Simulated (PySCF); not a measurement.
# Lu(43+): ionisation energy

Lu(43+) [Ar] 3d10 (1S) → Lu(44+) [Ar] 3d9 (2D), as a difference of total energies. Calculation: PySCF 2.14, in an uncontracted even-tempered set (18 s from 8.8 bohr⁻², ratio 2.5; 13 p from 11 bohr⁻², ratio 2.5; 8 d from 11 bohr⁻², ratio 2.5; 4 f from 50 bohr⁻², ratio 2.7; 3 g from 75 bohr⁻², ratio 2.7); the spin-free X2C one-electron Hamiltonian (Gaussian nucleus). Correlated levels: outer shells: [Ne] frozen; virtual orbitals above 40 to 60 times the deepest correlated orbital energy dropped. The calculations carry no spin-orbit coupling.

```
                method  ionisation energy (eV)
                   UHF                  3614.5
                   LDA                  3612.2
                   PBE                  3611.4
                  PBE0                  3612.8
                r2SCAN                  3613.3
                  BP86                  3611.7
                 TPSSh                  3611.0
    MP2 (outer shells)                  3616.1
SCS-MP2 (outer shells)                  3615.9
```

A first-order spin-orbit estimate (lowest level to lowest level, LS coupling) adds -21.718 eV.

Breit and QED terms and the two-electron picture change are absent.

For comparison: 3590 ± 4 eV (theoretical estimate listed by NIST; NIST Atomic Spectra Database, ionization energies).
